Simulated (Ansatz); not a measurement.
Donor–acceptor adduct: GaH3 (SMILES [GaH3]) (first 4 atoms) with H2S (SMILES S); geometry from B3LYP-D3(BJ)/def2-TZVP.
(charge 0, multiplicity 1):
```xyz
7

Ga     0.52763    -0.06951     0.52020
H     -0.34623     1.11319    -0.04266
H      0.27362    -1.53353    -0.00072
H      1.89119     0.26122     1.23784
S     -0.92738    -0.37619     2.72897
H     -0.51067     0.73171     3.36579
H     -0.06740    -1.16488     3.39605
```

Basis-set superposition error: the interaction energy with monomers in their own basis, and in the dimer's basis (counterpoise).

Run with Ansatz (a quantum-chemistry and plane-wave program). Each number belongs to the level named beside it.

```csv
level,uncorrected (kcal/mol),counterpoise (kcal/mol),difference
PBE/def2-TZVPPD,-12.64,-12.41,0.23
BLYP/def2-TZVPPD,-8.86,-8.60,0.26
revPBE/def2-TZVPPD,-9.46,-9.25,0.21
B97M-V/def2-TZVPPD,-12.91,-12.76,0.15
B3LYP/def2-TZVPPD,-9.85,-9.61,0.24
PBE0/def2-TZVPPD,-12.63,-12.42,0.21
CAM-B3LYP/def2-TZVPPD,-10.98,-10.73,0.26
B2PLYP/def2-TZVPPD,-10.70,-10.29,0.41
MP2/def2-SVPD,-11.53,-9.37,2.15
MP2/def2-TZVPPD,-11.86,-11.04,0.82
```

The error is largest for MP2/def2-SVPD (2.15 kcal/mol) and smallest for B97M-V/def2-TZVPPD (0.15 kcal/mol).
